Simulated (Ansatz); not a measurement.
`[I][GeH]1[BH][CH2]1`. The species carries charge 0 and has multiplicity 1. I takes the def2 core potential.

Z-matrix (Å, degrees):
```
Ge
B 1 1.968
C 1 2.356 2 38.0
I 1 2.509 2 122.2 3 114.5
H 1 1.539 2 126.8 3 -34.7
H 2 1.185 1 128.4 3 -148.9
H 3 1.091 1 145.3 2 98.0
H 3 1.090 1 81.6 2 -145.7
```

**Question.** What are the harmonic wavenumbers in cm⁻¹ at PBE0-D4/def2-TZVP (Ansatz, finite differences of forces, unscaled)? (An estimate is asked.)

**Answer.** The calculation gave: 73, 142, 224, 252, 483, 549, 594, 686, 744, 829, 867, 961, 1239, 1458, 2137, 2720, 3107, 3170.

**Question.** Is this a minimum?

**Answer.** Yes, all 18 modes are real.

**Question.** Give the ideal-gas thermochemistry at 298.15 K and 1 bar (rigid rotor, harmonic oscillator; point group C1, symmetry number 1).

**Answer.** Zero-point energy 121.0 kJ/mol; H(298) − E = 140.0 kJ/mol; entropy 349.8 J/(mol·K), of which translation 176.5, rotation 117.7, vibration 55.6; G(298) − E = 35.7 kJ/mol. Modes under 100 cm⁻¹ are hindered rotations or soft bends, so the harmonic entropy is rough.

**Question.** And at 400, 500, 600, 800 and 1000 K?

**Answer.** 
```
T (K)  H − E (kJ/mol)  S (J/mol/K)  G − E (kJ/mol)
  400           150.3        379.4            -1.5
  500           161.7        404.9           -40.7
  600           174.1        427.4           -82.3
  800           201.0        466.1          -171.8
 1000           230.1        498.5          -268.3
```

**Question.** Rotational constants (cm⁻¹)?

**Answer.** 0.2943, 0.03179, 0.0305.
